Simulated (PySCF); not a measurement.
A TDDFT job was run through a driver script with this input:

```
{"job": {"kind": "uv", "xc": "CAM-B3LYP", "basis": "def2-SVPD", "nstates": 8, "ntriplets": 3}, "charge": 0, "multiplicity": 1}
C      1.811639     0.741815    -0.922141
C      1.856932     0.454320     0.369473
Si     0.465968    -0.384060     1.336462
Cl     1.283506    -1.987807     2.273472
Si    -1.289092    -1.040578    -0.052331
B     -2.246330     0.523656    -0.788512
Cl    -1.967083     1.108319    -2.384993
Cl    -3.349845     1.427734     0.182398
H      0.945892     0.516939    -1.526303
H      2.631861     1.214653    -1.440151
H      2.761137     0.699487     0.915805
H      0.081775     0.537771     2.415658
H     -2.207159    -1.894740     0.716607
H     -0.779879    -1.917982    -1.117610
```

Output:

```
coarse grid: 15104 points
cycle   1  E = -2063.3774167718  dE =  8.585e-01  |g| = 4.348e-01  |ddm| = 5.200e+00
cycle   2  E = -2063.3881445827  dE = -1.073e-02  |g| = 4.322e-01  |ddm| = 1.479e+00
cycle   3  E = -2063.4408512838  dE = -5.271e-02  |g| = 3.984e-02  |ddm| = 7.509e-01
cycle   4  E = -2063.4413190063  dE = -4.677e-04  |g| = 2.448e-02  |ddm| = 1.237e-01
cycle   5  E = -2063.4415032675  dE = -1.843e-04  |g| = 2.844e-03  |ddm| = 5.080e-02
cycle   6  E = -2063.4415066759  dE = -3.408e-06  |g| = 1.132e-03  |ddm| = 8.808e-03
final grid: 124952 points
cycle   7  E = -2063.6739851171  dE = -1.902e-05  |g| = 2.981e-03  |ddm| = 5.305e-02
cycle   8  E = -2063.6739857443  dE = -6.273e-07  |g| = 2.609e-03  |ddm| = 9.348e-03
cycle   9  E = -2063.6739874768  dE = -1.733e-06  |g| = 3.284e-04  |ddm| = 4.016e-03
cycle  10  E = -2063.6739875036  dE = -2.673e-08  |g| = 1.345e-04  |ddm| = 6.765e-04
cycle  11  E = -2063.6739875086  dE = -5.085e-09  |g| = 3.488e-05  |ddm| = 2.709e-04
cycle  12  E = -2063.6739875091  dE = -4.266e-10  |g| = 7.096e-06  |ddm| = 7.271e-05
converged SCF energy = -2063.6739875091

Static polarisability (au): isotropic 132.322, principal 110.061 131.884 155.021

Singlet excitations
state   eV       nm        f      main configurations
  1   4.7461    261.2   0.04653   H->L 0.58, H-3->L 0.28
  2   5.5513    223.3   0.00418   H-4->L 0.86
  3   5.6955    217.7   0.10236   H-3->L 0.47, H->L 0.33
  4   6.0928    203.5   0.01985   H-1->L 0.81, H-2->L 0.09
  5   6.3081    196.5   0.01011   H-2->L 0.43, H-2->L+1 0.19, H-3->L 0.12
  6   6.5141    190.3   0.00839   H->L+1 0.53, H-2->L 0.24
  7   6.6585    186.2   0.08547   H-5->L 0.87
  8   6.8577    180.8   0.00123   H-7->L 0.48, H-6->L 0.22, H-8->L 0.09

Triplet excitations (Tamm-Dancoff, eV): 3.9913 4.3453 5.1997
```

The calculation used TDDFT CAM-B3LYP/def2-SVPD, vertical, gas phase, core orbitals frozen in the response in PySCF. Isolated species at its GFN2-xTB geometry (one conformer only). Note that the optimisation stopped short of convergence; the values belong to its last geometry.

Q: Give the mean polarisability in Å³.

A: 132.32 au × 0.148185 = 19.61 Å³.

Q: What transition dipole goes with state 3?

A: |μ|² = 3f / (2ΔE) = 3 × 0.1024 / (2 × 0.2093) = 0.734 au, so |μ| = 2.18 D.

Q: How much of the mean polarisability do the listed states account for?

A: The sum over states Σ f/ΔE² (ΔE in hartree) gives 6.14 au, 5% of the total; the rest comes from higher roots of the same response equations.

Q: What is the polarisability anisotropy, √(½[(α1 − α2)² + (α2 − α3)² + (α3 − α1)²])?

A: 38.94 au.

Q: How many basis functions and electrons does this run hold?

A: 237 basis functions for 102 electrons in 51 doubly occupied orbitals.

Q: Which species is it?

A: `B(Cl)([SiH2][Si@H](C=C)Cl)Cl` (C2H6BCl3Si2), point group C1.

The SCF starts on a coarse grid; the energy jumps when the final grid takes over, and dE counts afresh there. H and L stand for HOMO and LUMO.
